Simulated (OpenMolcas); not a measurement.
# Fe²⁺: Racah parameters, the spin-orbit constant, worked from levels

```json
{"Program": "OpenMolcas 26.06", "Basis": "ANO-RCC-VQZP [7s6p4d3f2g1h]", "Scalar Hamiltonian": "DKH2, point nucleus", "Active space": "6 electrons in 10 orbitals (3d 4d)", "State averaging": "2S+1 = 5 even, 5 roots; 2S+1 = 3 even, 45 roots; 2S+1 = 1 even, 44 roots", "Spin-orbit coupling": "RASSI with atomic mean-field integrals over the reference wave functions, term energies averaged over their components"}
```

Methods: CASSCF; MS-CASPT2, IPEA 0.25 Eh, imaginary shift 0.1 Eh (closed shells correlated: 3s 3p). Measured levels: Corliss and Sugar, J. Phys. Chem. Ref. Data 11, 135 (1982).

**Racah parameters.** Above 5D, d6 has 3G at 9B + 4C, 3H at 4B + 4C and 3D at 16B + 4C. The first two fix B and C, and the third tests them; where it misses by thousands of cm-1, two parameters do not describe the configuration (Trees and configuration-interaction terms are left out) and B and C hang on the terms chosen. Term energies are centres of gravity, weighted by 2J + 1.

```json
{"Source": "CASSCF", "3G": "27566", "3H": "21728", "B": "1168", "C": "4264", "C/B": "3.65", "3D from B, C": "35744", "3D found": "35316"}
{"Source": "MS-CASPT2", "3G": "24849", "3H": "20197", "B": "930", "C": "4119", "C/B": "4.43", "3D from B, C": "31356", "3D found": "30867"}
{"Source": "measured", "3G": "24415", "3H": "19829", "B": "917", "C": "4040", "C/B": "4.41", "3D from B, C": "30832", "3D found": ""}
```

Energies in cm-1. From CASSCF to MS-CASPT2, B changes by -20.4 % and C by -3.4 %. Against the measured terms, MS-CASPT2 has B off by +1.4 % and C by +2.0 %.

**The spin-orbit constant.** For the Hund term 5D of d6, E(J) = (A/2) J(J+1) + constant and ζ = -2S·A = -4A. From J = 0 to J = 4 the energy changes by 10 A.

```json
{"Source": "CASSCF", "E(4) - E(0)": "-972.9", "A": "-97.3", "ζ": "389"}
{"Source": "MS-CASPT2", "E(4) - E(0)": "-968.9", "A": "-96.9", "ζ": "388"}
{"Source": "measured", "E(4) - E(0)": "-1027.3", "A": "-102.7", "ζ": "411"}
```

All in cm-1. MS-CASPT2 is off by -5.7 % and CASSCF by -5.3 %. Both methods take the spin-orbit matrix elements from the reference wave functions, so the second can move ζ only through the term energies and any multistate remixing. Second-order mixing with other terms is absorbed into this ζ.

CASPT2 breaks the degeneracy within a term, and the mean is taken; among the terms shown or strongly mixed into the levels shown the widest spread is 260 cm-1 (3d6 3H, MS-CASPT2). Active for correlation alone: 4d; no level in the range computed is led by a configuration that fills it, so any true level of that kind is missing. Without dynamic correlation excited terms often stand tens of per cent too high (terms of higher spin than the ground term too low), and those without a measured partner can miss by more than the paired ones (holds for CASSCF). Computed and measured levels are paired by configuration, term and J; levels that our copy of the source lacks, or whose pairing is in doubt (as where it misses far off the trend of its configuration), stay unpaired and out of the deviations. Only configurations of the active space appear.
